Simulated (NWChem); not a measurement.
Species: CH₂NO cation; SMILES N=C=[OH+]

```xyz
5

N     -0.0302     1.1896     0.0000
C     -0.0170     0.0422     0.0000
O     -0.1198    -1.1882     0.0000
H     -0.0388     2.2064     0.0000
H      0.7020    -1.7252     0.0000
```
Atoms are numbered in this order, from 1.

The geometry was optimised at PBE0/def2-SVP.

 Unshifted, non-relativistic core excitations; the lowest 4 roots alone, so stronger bands may lie above.

Problem. List the first O K-edge excitations from PBE/6-311G** (spherical d), restricted-window TDA (NWChem).

Solution. 
```csv
state,energy (eV),dipole oscillator strength,leading excitation (squared amplitude)
S1,512.4,0.0059,1s of atom 3 or its equivalents → LUMO (1.00)
S2,513.4,0.0157,1s of atom 3 or its equivalents → LUMO+1 (1.00)
S3,514.0,0.0090,1s of atom 3 or its equivalents → LUMO+2 (0.99)
S4,515.4,0.0071,1s of atom 3 or its equivalents → LUMO+3 (0.99)
```
